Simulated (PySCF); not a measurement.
## Electron correlation in Ru (ruthenium, neutral)

[Kr] 4d6 5s2, high-spin 5D determinant (an excited configuration). Calculation: PySCF 2.14, in def2-TZVPPD with the def2 core potential (28 electrons) (6s4p3d2f1g, 56 functions); a scalar-relativistic core potential. Frozen: 4s2 4p6; 8 electrons correlated.

```
  level  correlation energy (mhartree)
   CCSD                        -181.43
    (T)                          -6.97
CCSD(T)                        -188.40
```

Diagnostics: T1 = 0.030, D1 = 0.1154, largest double amplitude 0.084.

T1 exceeds 0.03, a sign that the reference determinant is poor.

Cost of the coupled-cluster step: roughly 4 core-seconds, for 8 correlated electrons.

Iterations:

```
CC2 = 0
CCSD nocc = (np.int64(6), np.int64(2)), nmo = (52, 52)
frozen orbitals [[0, 1, 2, 3], [0, 1, 2, 3]]
max_cycle = 100
direct = 0
conv_tol = 1e-08
conv_tol_normt = 1e-06
diis_space = 8
diis_start_cycle = 0
Init t2, MP2 energy = -0.173587480608674
Init E_corr(UCCSD) = -0.173587480730135
cycle = 1  E_corr(UCCSD) = -0.176792385705907  dE = -0.00320490498  norm(t1,t2) = 0.0689809
cycle = 2  E_corr(UCCSD) = -0.179809696726428  dE = -0.00301731102  norm(t1,t2) = 0.0256451
cycle = 3  E_corr(UCCSD) = -0.181484833303308  dE = -0.00167513658  norm(t1,t2) = 0.0137322
cycle = 4  E_corr(UCCSD) = -0.181591614720313  dE = -0.000106781417  norm(t1,t2) = 0.00654662
cycle = 5  E_corr(UCCSD) = -0.181574868476755  dE = 1.67462436e-05  norm(t1,t2) = 0.00685051
cycle = 6  E_corr(UCCSD) = -0.181423380398965  dE = 0.000151488078  norm(t1,t2) = 0.00650674
cycle = 7  E_corr(UCCSD) = -0.181463233413368  dE = -3.98530144e-05  norm(t1,t2) = 0.00371096
cycle = 8  E_corr(UCCSD) = -0.181421575038918  dE = 4.16583744e-05  norm(t1,t2) = 0.00136878
cycle = 9  E_corr(UCCSD) = -0.181429556253271  dE = -7.98121435e-06  norm(t1,t2) = 0.000401177
cycle = 10  E_corr(UCCSD) = -0.181427803573189  dE = 1.75268008e-06  norm(t1,t2) = 0.000142556
cycle = 11  E_corr(UCCSD) = -0.181428458220828  dE = -6.54647639e-07  norm(t1,t2) = 5.55617e-05
cycle = 12  E_corr(UCCSD) = -0.181427886893479  dE = 5.71327349e-07  norm(t1,t2) = 1.27724e-05
cycle = 13  E_corr(UCCSD) = -0.181427945451842  dE = -5.85583628e-08  norm(t1,t2) = 3.71026e-06
cycle = 14  E_corr(UCCSD) = -0.181427955679932  dE = -1.02280895e-08  norm(t1,t2) = 6.79435e-07
cycle = 15  E_corr(UCCSD) = -0.181427949179578  dE = 6.50035378e-09  norm(t1,t2) = 2.50751e-07
UCCSD converged
E(UCCSD) = -94.27977289634723  E_corr = -0.1814279491795778
UCCSD(T) correction = -0.00697343909279801
```
